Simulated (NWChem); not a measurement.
System meant: SnHF3; SMILES [F][SnH]([F])[F]

The following NWChem deck was run.

```
start job
memory heap 200 mb stack 900 mb global 1100 mb
geometry units angstroms noautoz
  Sn     0.000000     0.000000    -0.222792
  F      1.625583     0.668566     0.538032
  F     -1.391786     1.073513     0.538032
  F     -0.233796    -1.742079     0.538032
  H      0.000000     0.000000    -1.912027
end
basis spherical
  Sn library def2-svp
  F library def2-svp
  H library def2-svp
end
dft
  xc b3lyp
  iterations 150
  mulliken
end
task dft energy
```

End of the output:

```
             Grid Information
             ----------------
          Grid used for XC integration:  medium
          Radial quadrature: Mura-Knowles
          Angular quadrature: Lebedev.
          Tag              B.-S. Rad. Rad. Pts. Rad. Cut. Ang. Pts.
          ---              ---------- --------- --------- ---------
          Sn                  1.45      123           7.0       590
          F                   0.50       49           8.0       434
          H                   0.35       45           8.0       434
          Grid pruning is: on
          Number of quadrature shells:   217
          Spatial weights used:  Erf1

          Convergence Information
          -----------------------
          Convergence aids based upon iterative change in
          total energy or number of iterations.
          Levelshifting, if invoked, occurs when the
          HOMO/LUMO gap drops below (HL_TOL):  1.00D-02
          DIIS, if invoked, will attempt to extrapolate
          using up to (NFOCK): 10 stored Fock matrices.

                    Damping( 0%)  Levelshifting(0.5)       DIIS
                  --------------- ------------------- ---------------
          dE  on:    start            ASAP                start
          dE off:    2 iters        150 iters           150 iters

      Screening Tolerance Information
      -------------------------------
          Density screening/tol_rho:  1.00D-10
          AO Gaussian exp screening on grid/accAOfunc:  14
          CD Gaussian exp screening on grid/accCDfunc:  20
          XC Gaussian exp screening on grid/accXCfunc:  20
          Schwarz screening/accCoul:  1.00D-08

      Superposition of Atomic Density Guess
      -------------------------------------

      charge =      50.0 Sn (Tin)

      symmetry species            s     p     d     f
      number of basis functions =10     7     6
      number of cont. functions = 4     4     2
      number of closed shells   = 5     3     2
      number of open shells     = 0     1     0
      open shell occupation     = 0     2     0
 ------------------------------------------------------------------------
 atomscf:atomd: error in atom scf                   0
 ------------------------------------------------------------------------
 ------------------------------------------------------------------------
  current input line :
    20: task dft energy
 ------------------------------------------------------------------------
 ------------------------------------------------------------------------
 This error has not yet been assigned to a category
 ------------------------------------------------------------------------
 For more information see the NWChem manual at https://nwchemgit.github.io

0:atomscf:atomd: error in atom scf:Received an Error in Communication
```

Q: Find the fault in this run and fix the input.

A: The program stopped with an error. Cause: the def2 basis of a heavy element holds valence functions alone and wants its effective core potential (without it all electrons must fit into that basis). This input runs:
```
start job
memory heap 200 mb stack 900 mb global 1100 mb
geometry units angstroms noautoz
  Sn     0.000000     0.000000    -0.222792
  F      1.625583     0.668566     0.538032
  F     -1.391786     1.073513     0.538032
  F     -0.233796    -1.742079     0.538032
  H      0.000000     0.000000    -1.912027
end
basis spherical
  Sn library def2-svp
  F library def2-svp
  H library def2-svp
end
ecp
  Sn library def2-ecp
end
dft
  xc b3lyp
  iterations 150
  mulliken
end
task dft energy
```
It converges to -514.31728 Ha (B3LYP/def2-SVP with def2 effective core potentials on Sn).
